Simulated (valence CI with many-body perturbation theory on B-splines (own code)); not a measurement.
## Forbidden lines of Te XLVII

Level of theory: configuration interaction combined with many-body perturbation theory (CI+MBPT): four valence electrons over a frozen Dirac-Fock core [He], a basis of 11 s, 11 p, 10 d, 8 f, 5 g, 2 h functions for each j, with the one-electron correlation potential Σ1 (screened to all orders), the two-electron term Σ2, the three-electron term Σ3, Breit, model QED; selected single and double excitations, second order for the rest, scaled by the run's own slope (own B-spline code, finite nucleus).

The last digits are not significant, and no measured levels were compared; by estimate large intervals hold to a few tenths of a per cent, small ones and those within an open d or f shell to about a per cent. Among the levels kept, up to 840 cm⁻¹ of a level comes from second order outside the variational space, and about a tenth of that is noise between levels of different J, which matters for small intervals.

Lines 51 to 73 of 73 in falling wavelength, among levels below 425.63 Ry, chosen from the decays that carry over 1 % of a level's rate. Wavelengths and rates use the calculated energies. Electric multipoles are in the length gauge, E1 and E2 with the static RPA response of the core. Weak lines are less certain than strong ones. Lines between different terms over intervals too small for the method are left out, as are lines whose strength nearly cancels. The highest levels of a list are the least certain.

Levels are named by their leading jj configuration (3d3/2^4 stands for four electrons in 3d with j = 3/2), which in mixed levels can hold well under half, so a name can repeat and another be missing. Letters in brackets count levels of one name in rising energy.

```tsv
λ vac (nm)	Upper	Lower	Type	A (s⁻¹)	Branch %
0.2496	(2p1/2 2p3/2^2 3d5/2) J=4	(2s 2p1/2 2p3/2^2) J=2 [b]	E2	2.48e+11	15.2
0.2494	(2p1/2^2 2p3/2 3d3/2) J=2	(2s 2p1/2^2 2p3/2) J=1	E2	3.69e+11	1.7
0.2493	(2s 2p1/2 2p3/2 3d3/2) J=4	(2s^2 2p1/2 2p3/2) J=2	E2	3.18e+11	88.4
0.2492	(2p1/2^2 2p3/2 3d3/2) J=3	(2s 2p1/2^2 2p3/2) J=1	E2	3.01e+11	7.1
0.2490	(2p1/2 2p3/2^2 3d5/2) J=3	(2s 2p1/2 2p3/2^2) J=1 [a]	E2	3.39e+11	2.1
0.2482	(2s 2p3/2^2 3d5/2) J=4 [a]	(2s^2 2p3/2^2) J=2	E2	7.64e+11	1.1
0.2467	(2p1/2 2p3/2^2 3d3/2) J=4	(2s 2p1/2 2p3/2^2) J=3	E2	3.07e+11	19.2
0.2466	(2p1/2 2p3/2^2 3d5/2) J=4	(2s 2p1/2 2p3/2^2) J=3	E2	5.64e+10	3.5
0.2465	(2p1/2^2 2p3/2 3d3/2) J=2	(2s 2p1/2^2 2p3/2) J=2	E2	5.00e+11	2.3
0.2463	(2p1/2^2 2p3/2 3d3/2) J=3	(2s 2p1/2^2 2p3/2) J=2	E2	5.75e+11	13.5
0.2461	(2p1/2^2 2p3/2 3d3/2) J=0	(2s 2p1/2^2 2p3/2) J=2	E2	8.11e+11	20.9
0.2460	(2p1/2 2p3/2^2 3d3/2) J=1	(2s 2p1/2 2p3/2^2) J=2 [a]	E2	6.81e+11	1.6
0.2460	(2p1/2 2p3/2^2 3d3/2) J=2	(2s 2p1/2 2p3/2^2) J=2 [a]	E2	6.77e+11	1.7
0.2459	(2s 2p3/2^2 3d5/2) J=2 [b]	(2s^2 2p3/2^2) J=0	E2	1.11e+12	2.2
0.2459	(2p1/2 2p3/2^2 3d3/2) J=0	(2s 2p1/2 2p3/2^2) J=2 [a]	E2	7.05e+11	1.2
0.2458	(2s 2p3/2^2 3p1/2) J=0	(2s 2p1/2^2 2p3/2) J=2	E2	6.21e+10	4.8
0.2457	(2s 2p3/2^2 3p3/2) J=4	(2s 2p1/2^2 2p3/2) J=2	E2	8.59e+09	1.9
0.2453	(2p1/2^2 2p3/2 3d5/2) J=4	(2s 2p1/2^2 2p3/2) J=2	E2	8.73e+11	68.6
0.2451	(2p1/2 2p3/2^2 3d3/2) J=4	(2s 2p1/2 2p3/2^2) J=2 [a]	E2	3.11e+11	19.4
0.2450	(2p1/2 2p3/2^2 3d5/2) J=4	(2s 2p1/2 2p3/2^2) J=2 [a]	E2	5.68e+11	34.8
0.2449	(2p1/2 2p3/2^2 3d5/2) J=3	(2s 2p1/2 2p3/2^2) J=2 [a]	E2	3.96e+11	2.5
0.2447	(2s 2p3/2^2 3d5/2) J=4 [b]	(2s^2 2p3/2^2) J=2	E2	8.95e+11	19.4
0.2446	(2s 2p3/2^2 3d5/2) J=3 [b]	(2s^2 2p3/2^2) J=2	E2	3.19e+11	2.2
```
